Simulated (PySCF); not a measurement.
Isomers of H4B2N2. Isolated molecules, 0 K electronic values unless said otherwise. One relaxed conformer stands for each flexible species; it need not be the lowest. Strings in code marks are SMILES.

The S1–T1 gap (TDA) from two functionals at the same geometries (PBE0-D4/def2-TZVP), both in PySCF: PBE-D3(BJ)/def2-TZVP and B3LYP-D3(BJ)/def2-TZVP. B3LYP has the VWN-RPA correlation part, as in Gaussian. Excitations are Tamm–Dancoff values on a coarser integration grid. The basis has no diffuse functions, so Rydberg states are missing or too high.

```
species    PBE-D3(BJ)/def2-TZVP (eV)
---------  -------------------------
`B(N)N=B`                       0.66
`N=BNB`                         0.76
`N=BBN`                         0.51
```

### Question
What does B3LYP-D3(BJ)/def2-TZVP give for each?

### Answer

- `B(N)N=B`: 0.54
- `N=BNB`: 0.85
- `N=BBN`: 0.59
Over these rows, drawn at random from the members with no instability flagged (it was tested for open shells, ions and some series alone), PBE minus B3LYP-D3(BJ): mean -0.02 eV, from -0.09 eV to +0.12 eV.
